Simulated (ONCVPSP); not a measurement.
# Pseudopotential generation for Co: ONCV, PBEsol, scalar-relativistic.

- Element: Co (Z = 27)
- Generator: ONCVPSP 4.0.1
- Type: optimised norm-conserving Vanderbilt (ONCV)
- Functional: PBEsol
- Relativity: scalar-relativistic
- Frozen core: [Ar]
- Valence charge: 9
- Reference configuration: 3d7 4s2
- Partial waves: 4s: rc 2.05 bohr, ncon 5, nbas 10, qcut 3.9 1/bohr, 2 projectors, debl 1 Ha; p scattering state at 0.33 Ha: rc 1.95 bohr, ncon 4, nbas 8, qcut 4.9 1/bohr, 1 projector; 3d: rc 1.35 bohr, ncon 5, nbas 10, qcut 11.1 1/bohr, 1 projector
- Local potential: polynomial inside 1.05 bohr (lpopt 1, dvloc0 1 Ha)
- Core correction: Teter function fitted to the true core (icmod 2), fcfact 0.22

- Cutoffs needed: 54 Ha and 60 Ha (the cutoffs (Ha) at which the residual kinetic energy of the hardest occupied pseudo-wave falls to 1 and 0.1 mHa per electron)
- Ghost test: no bound ghost flagged; GHOST(+) flagged for s at 0.20 eV, p at 32.4 eV
- Configuration tests: 4 of 4 tests not solved or not reliable
- rms error of d²Exc/dni dnj: 10.77 mHa without and 6.70 mHa with the model core
